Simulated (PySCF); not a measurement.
# Computed records: Al2BFH4, CH6AlNO, CH4B, CH4BSi and others

Calculation on a computer-drawn molecule: optimised geometry and harmonic frequencies of an isolated molecule of the commonest isotopes, restricted reference for singlets and unrestricted otherwise, frozen core in MP2. Program: PySCF 2.14.0.

(1) Al2BFH4

Start structure:
```xyz
8
Al2BFH4
F     -0.5049     1.3047     3.7175
B     -1.5063     1.8506     2.9475
Al    -0.1251     0.8732     1.7513
Al     1.8085     0.6243     0.1567
H     -2.3763     2.3452     3.6706
H      0.1194    -0.7168     2.0625
H      1.9180    -0.9369     0.3971
H      2.7282     1.3722    -0.8553
```

Here we set charge 0, multiplicity 1, method HF and basis cc-pV(D+d)Z.

Results for Al2BFH4: rotational constants 9.49, 1.444, 1.329 GHz; total energy -610.2921 hartree; convergence status largest gradient component 2.101e-05 hartree/bohr.

Drawn bonds:
```csv
atom,other atom,order
1,2,1
2,3,1
3,4,1
2,5,1
3,6,1
4,7,1
4,8,1
```

Optimised structure:
```xyz
8
Al2BFH4
F     -0.5580     1.5723     4.4707
B     -1.0154     1.6647     3.2127
Al    -0.3345     0.2547     1.7030
Al     1.8785     0.4973     0.3013
H     -1.7899     2.5754     3.0328
H     -1.2875    -0.9939     1.4260
H      3.2340    -0.2071     0.7390
H      1.9343     1.3530    -1.0374
```

Modes:
```csv
frequency (cm⁻¹),reduced mass (dalton)
45.69,4.732
79.59,1.113
110.1,2.81
205.1,3.34
313.1,1.311
336.8,4.111
461.5,1.673
491.4,1.11
557,2.533
623.8,1.308
808.8,1.415
855.8,1.143
1156,1.594
1274,3.411
1923,1.04
1946,1.055
1952,1.03
2639,1.088
```

(2) CH6AlNO

Start structure:
```xyz
10
CH6AlNO
C     -0.3314    -1.9619    -0.4974
O      0.4532    -1.3823     0.5032
Al     1.3867    -0.8269     1.7146
N      2.0736     0.8593     1.6817
H     -0.1415    -3.0552    -0.6927
H     -1.4332    -1.9342    -0.1852
H     -0.2262    -1.4767    -1.4069
H      1.6000    -1.6260     2.8275
H      2.0193     1.5725     0.9367
H      2.6774     1.2223     2.4000
```

Here we set charge 0, multiplicity 1, method HF and basis cc-pV(D+d)Z.

Results for CH6AlNO: rotational constants 24.04, 2.828, 2.571 GHz; total energy -412.6800 hartree; convergence status largest gradient component 2.356e-05 hartree/bohr.

Drawn bonds:
```csv
atom,other atom,order
1,2,1
2,3,1
3,4,1
1,5,1
1,6,1
1,7,1
3,8,1
4,9,1
4,10,1
```

Optimised structure:
```xyz
10
CH6AlNO
C     -0.3656    -1.9591    -0.4447
O      0.3809    -0.9812     0.1980
Al     1.4142    -0.7428     1.5011
N      2.0523     0.8746     1.7601
H     -0.2745    -2.9370     0.0407
H     -1.4234    -1.6835    -0.4534
H     -0.0379    -2.0651    -1.4822
H      1.8065    -1.9221     2.4677
H      1.8507     1.6753     1.1916
H      2.6746     1.1318     2.5026
```

Modes:
```csv
frequency (cm⁻¹),reduced mass (dalton)
72.84,1.155
97.97,3.304
113.4,3.063
242.6,3.492
375.8,1.092
430.8,1.301
559.2,1.215
623.5,1.386
689.2,2.414
785.8,1.559
894.2,5.132
1271,1.66
1285,1.271
1318,3.759
1601,1.046
1603,1.135
1608,1.051
1669,1.113
2010,1.043
3150,1.034
3214,1.102
3229,1.106
3782,1.052
3867,1.094
```

(3) CH4B

Start structure:
```xyz
6
CH4B
B     -0.0107     0.6695     1.7230
C     -1.3705     0.1854     1.3572
H      0.8564    -0.1134     2.1614
H      0.2463     1.7526     1.6718
H     -1.5613    -0.7828     1.0538
H     -2.2933     0.7722     1.4989
```

Here we set charge 0, multiplicity 2, method HF and basis cc-pVDZ.

It finds rotational constants 131.5, 23.93, 20.25 GHz; total energy -64.8293 hartree; spin squared 0.757; convergence status largest gradient component 4.134e-05 hartree/bohr.

Drawn bonds:
```csv
atom,other atom,order
1,2,1
1,3,1
1,4,1
2,5,1
2,6,1
```

Optimised structure:
```xyz
6
CH4B
B      0.0094     0.6607     1.7598
C     -1.3985     0.1631     1.3925
H      0.9061    -0.1212     1.9252
H      0.2251     1.8357     1.8849
H     -1.6375    -0.8893     1.2698
H     -2.2376     0.8344     1.2340
```

Modes:
```csv
frequency (cm⁻¹),reduced mass (dalton)
370.9,1.008
699.7,1.045
774.2,1.226
1044,1.407
1074,2.368
1124,1.472
1335,1.294
1562,1.202
2670,1.055
2736,1.128
3273,1.056
3359,1.113
```

(4) CH4BSi

Start structure:
```xyz
7
CH4BSi
C      2.3495    -2.5515     0.0723
B      1.3204    -1.6508    -0.2271
Si    -0.0833    -0.4225    -0.6354
H      3.3380    -2.4688    -0.3723
H      2.2116    -3.3786     0.7640
H      0.1380     0.6785    -1.5721
H     -1.4011    -0.5643    -0.0174
```

Settings of this run: charge 1, multiplicity 1, method MP2 and basis cc-pV(D+d)Z.

It finds rotational constants 100.9, 4.112, 3.951 GHz; total energy -353.7408 hartree; convergence status largest gradient component 2.176e-05 hartree/bohr.

Drawn bonds:
```csv
atom,other atom,order
1,2,2
2,3,1
1,4,1
1,5,1
3,6,1
3,7,1
```

Optimised structure:
```xyz
7
CH4BSi
C      2.3557    -2.5572     0.0742
B      1.3145    -1.6468    -0.2280
Si    -0.0940    -0.4134    -0.6383
H      3.3559    -2.4702    -0.3786
H      2.2144    -3.3943     0.7756
H      0.1410     0.6889    -1.5809
H     -1.4144    -0.5651    -0.0120
```

Modes:
```csv
frequency (cm⁻¹),reduced mass (dalton)
150.9,4.14
172.9,1.851
470.2,1.008
483,1.155
586.1,5.624
652.1,1.194
695.9,1.861
860.9,1.323
937.7,1.081
1300,1.146
1539,6.314
2350,1.026
2394,1.059
3151,1.06
3248,1.109
```

(5) AlBH4

Start structure:
```xyz
6
AlBH4
B      0.1652     1.6823     1.6614
Al     0.1286     2.4493    -0.3451
H     -0.7665     1.0948     2.1502
H      1.1190     1.8054     2.3875
H      0.6164     1.5641    -1.5695
H     -0.3870     3.9194    -0.6508
```

Settings of this run: charge 0, multiplicity 1, method MP2 and basis cc-pV(D+d)Z.

Results for AlBH4: rotational constants 86.86, 9.808, 9.504 GHz; total energy -269.0213 hartree; convergence status largest gradient component 2.441e-05 hartree/bohr.

Drawn bonds:
```csv
atom,other atom,order
1,2,1
1,3,1
1,4,1
2,5,1
2,6,1
```

Optimised structure:
```xyz
6
AlBH4
B      0.1647     1.6851     1.6540
Al     0.1284     2.4490    -0.3442
H     -0.7694     1.0938     2.1492
H      1.1220     1.8070     2.3864
H      0.6169     1.5621    -1.5652
H     -0.3869     3.9184    -0.6466
```

Modes:
```csv
frequency (cm⁻¹),reduced mass (dalton)
232.5,1.008
360,1.09
399.5,1.077
562.8,4.456
668.2,1.271
808,1.083
877.3,1.376
1194,1.13
1945,1.026
1948,1.059
2601,1.056
2673,1.119
```
